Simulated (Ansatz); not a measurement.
`C[SiH](F)[SiH2]Cl` + NH₃ → `C[SiH](F)[SiH2]N` + HCl at 700 K and 1 bar (ligand exchange at the Si–Cl bond).

Isolated molecules relaxed with PBE0-D4/def2-TZVP in Ansatz; ΔE leaves out vibrations. CCSD(T)/CBS adds triple-zeta CCSD(T) − MP2 to the extrapolated MP2 energy (def2 sets, frozen cores). This one scheme is used for every species. One conformer a species, not always the lowest.

```csv
species,CCSD(T)/CBS energy (Eh),H − E (kJ/mol),S (J/(mol·K))
`C[SiH](F)[SiH2]Cl`,-1179.51385,265.8,516.4
NH₃,-56.50880,116.9,226.5
`C[SiH](F)[SiH2]N`,-775.61955,339.4,535.5
HCl,-460.38127,38.4,211.8
```

H − E and S are ideal-gas, rigid-rotor, harmonic terms from PBE0-D4/def2-TZVP, for one conformer and one mirror image of each species. 1 Eh = 2625.50 kJ/mol, R = 8.31446 J/(mol·K).

Question: By hand: ΔE, ΔH, ΔS and ΔG.

Answer: ΔE = (-775.61955) + (-460.38127) − (-1179.51385) − (-56.50880) = 0.02183 Eh = 57.3 kJ/mol. Δ(H − E) = 339.4 + 38.4 − 265.8 − 116.9 = -4.9, so ΔH = 52.4 kJ/mol. ΔS = 535.5 + 211.8 − 516.4 − 226.5 = 4.4 J/(mol·K). ΔG = 52.4 − 700 × (4.4)/1000 = 49.3 kJ/mol.

Question: By hand: the equilibrium constant, and the temperature at which ΔG would vanish if ΔH and ΔS stayed fixed.

Answer: log₁₀ K = −ΔG/(RT ln 10) = -3.7. ΔG = 0 at ΔH/ΔS = 11909 K, far beyond where these terms or the molecules hold.

The number of gas molecules stays the same, so ΔS is small and ΔH decides. A doubt of 5 kJ/mol in ΔE shifts log₁₀ K by 0.4 here. Other conformers and mirror images would add mixing entropy, several J/(mol·K) or more a flexible species. Modes under 60 cm⁻¹, often nearly free rotors, make the harmonic entropy too high. These are equilibria of isolated gas molecules and say nothing of rates. Largest T1 diagnostic: 0.011 (customary marks: 0.02 for closed shells, 0.045 for open ones).
